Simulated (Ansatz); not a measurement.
Species: H$_{6}$Si$_{3}$, SMILES `[SiH2]1[SiH2][SiH2]1` (charge 0, multiplicity 1).

Question: Give a relaxed geometry from B3LYP-D3(BJ)/def2-TZVP (Ansatz, a first-principles code).

Answer: the end point of this relaxation (outside a Z-matrix the atoms follow the SMILES, hydrogens last).
Bond lengths (Å): Si1–Si2 2.337, Si1–Si3 2.337, Si1–H4 1.480, Si1–H5 1.480, Si2–Si3 2.337, Si2–H6 1.480, Si2–H7 1.480, Si3–H8 1.480, Si3–H9 1.480. Bond angles (°): Si2–Si1–Si3 60.0, Si2–Si1–H4 118.7, Si2–Si1–H5 118.7, Si3–Si1–H4 118.7, Si3–Si1–H5 118.7, H4–Si1–H5 112.7, Si1–Si2–Si3 60.0, Si1–Si2–H6 118.7, Si1–Si2–H7 118.7, Si3–Si2–H6 118.7, Si3–Si2–H7 118.7, H6–Si2–H7 112.7, Si1–Si3–Si2 60.0, Si1–Si3–H8 118.7, Si1–Si3–H9 118.7, Si2–Si3–H8 118.7, Si2–Si3–H9 118.7, H8–Si3–H9 112.7.
